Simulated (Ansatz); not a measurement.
CH₅Si, doublet, at a GFN2-xTB geometry; CAM-B3LYP/6-31G* (Ansatz, a quantum-chemistry and plane-wave program).

The Ansatz input:
Ansatz 0.2 input:
```yaml
crystal:
  periodic: [false, false, false]
  atoms:
    - {symbol: C, position_ang: [1.25953929, -0.13870737, 0.00334369]}
    - {symbol: Si, position_ang: [-0.57253761, 0.06509637, -0.00259843]}
    - {symbol: H, position_ang: [1.94386158, 0.69052936, -0.02310633]}
    - {symbol: H, position_ang: [1.73056295, -1.10560439, 0.04418013]}
    - {symbol: H, position_ang: [-1.14505061, -0.39688324, 1.27089011]}
    - {symbol: H, position_ang: [-0.90406222, 1.47637530, -0.20062515]}
    - {symbol: H, position_ang: [-1.16702079, -0.74352206, -1.07502292]}
basis:
  gaussian:
    orbitals: 6-31G*
hamiltonian:
  xc: cam_b3lyp
magnetization: {spin_polarized: true, initial_magnetization: 1}
```

It wrote (shortened):

```
Functional definition: CAM-B3LYP
468 factors; integrals over basis functions are off by at most 1.3e-3 eV
182 factors; integrals over basis functions are off by at most 6.2e-6 eV
mean field evaluation 1: about -8991.5047 eV, gradient 1.7e1 eV
mean field evaluation 2: about -8992.0120 eV, gradient 1.4e1 eV
mean field evaluation 4: about -8992.9592 eV, gradient 7.4e-1 eV
mean field evaluation 8: about -8993.0714 eV, gradient 8.6e-2 eV
mean field evaluation 16: about -8993.0716 eV, gradient 8.7e-5 eV
mean field -8993.07156384 eV, -330.4892842484 hartree, gradient 8.7e-5 eV, S^2 0.753768; 0 other end points of the search recorded, 0 dependent functions left out
reference -8993.07165904 eV, -330.4892877469 hartree; 13, 12 occupied and 31, 32 virtual orbitals, 468 factors
Total energy: -8993.07165904 eV, -330.4892877469 hartree
```
